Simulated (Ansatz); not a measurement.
Reaction (homolysis of the Sb–Se bond): `[F][SbH][SeH]` → `[F][SbH]`• + `[SeH]`•

Program: Ansatz. Geometries: PBE0-D4/def2-TZVP. ΔE: electronic, gas phase. CCSD(T)/CBS adds triple-zeta CCSD(T) − MP2 to the extrapolated MP2 energy (def2 sets, frozen cores). Functionals use def2-TZVPP. B3LYP here is the variant with VWN-RPA as its local correlation; programs differ in this. HSE06 is defined as in plane-wave codes. No spin–orbit coupling; open shells (•) take unrestricted orbitals. Elements past krypton have def2 core potentials. For Sb, Se outer-core shells are correlated without core-valence functions, which leaves a few kJ/mol of doubt a bond. Scalar relativity is left out up to krypton. Each species was taken in one conformer, which may not be the lowest.

`[F][SbH][SeH]`:

Z-matrix (Å, degrees):
```
Sb
F 1 1.922
Se 1 2.540 2 99.4
H 1 1.715 2 92.2 3 93.3
H 3 1.468 1 94.4 2 69.2
```

`[F][SbH]`•:

```xyz
3

F    -0.753   -0.258    1.190
Sb    0.516   -0.624   -0.204
H     0.236    0.882   -0.986
```

`[SeH]`•:

Z-matrix (Å, degrees):
```
Se
H 1 1.471
```

```csv
level,ΔE (eV),difference from CCSD(T)/CBS
LDA (SPW92),3.24,0.50
PBE-D4,2.73,-0.01
revPBE-D4,2.60,-0.14
BLYP-D4,2.56,-0.18
r2SCAN-D4,2.59,-0.15
B97M-V,2.59,-0.15
PBE0-D4,2.62,-0.12
B3LYP-D4,2.53,-0.21
r2SCANh-D4,2.55,-0.19
r2SCAN0-D4,2.49,-0.25
BHLYP-D4,2.40,-0.34
CAM-B3LYP-D4,2.44,-0.30
ωB97M-V,2.49,-0.25
B2PLYP,2.47,-0.27
PBE-QIDH,2.58,-0.16
BLYP,2.40,-0.34
r2SCAN,2.58,-0.16
PBE0,2.55,-0.19
B3LYP,2.40,-0.34
r2SCANh,2.53,-0.21
r2SCAN0,2.47,-0.27
HSE06,2.56,-0.18
BHLYP,2.27,-0.47
CAM-B3LYP,2.37,-0.37
LC-ωPBE,2.35,-0.39
RPA@PBE/def2-TZVPP,2.31,-0.43
HF/def2-SVP,1.36,-1.38
MP2/def2-SVP,2.37,-0.37
CCSD/def2-SVP,2.17,-0.57
HF/def2-TZVPP,1.39,-1.35
MP2/def2-TZVPP,2.65,-0.09
SCS-MP2/def2-TZVPP,2.53,-0.21
CCSD/def2-TZVPP,2.36,-0.38
CCSD(T)/def2-TZVPP,2.49,-0.25
HF/def2-QZVPP,1.40,-1.34
MP2/def2-QZVPP,2.80,0.06
SCS-MP2/def2-QZVPP,2.68,-0.06
HF/CBS(def2),1.40,-1.34
MP2/CBS(def2),2.90,0.16
CCSD/CBS(def2),2.61,-0.13
CCSD(T)/CBS,2.74,0
```

Largest T1 diagnostic among the species: 0.016.

In def2-TZVPP, CCSD(T) changes the Hartree–Fock value by +1.09 eV (the triples alone add +0.13 eV) and MP2 by +1.25 eV; breaking electron pairs costs correlation energy, which Hartree–Fock lacks. From r2SCAN to r2SCAN0 (25 % exact exchange), in def2-TZVPP and without D4, ΔE moves by −0.11 eV: exact exchange takes away binding that semilocal exchange gives to molecules.
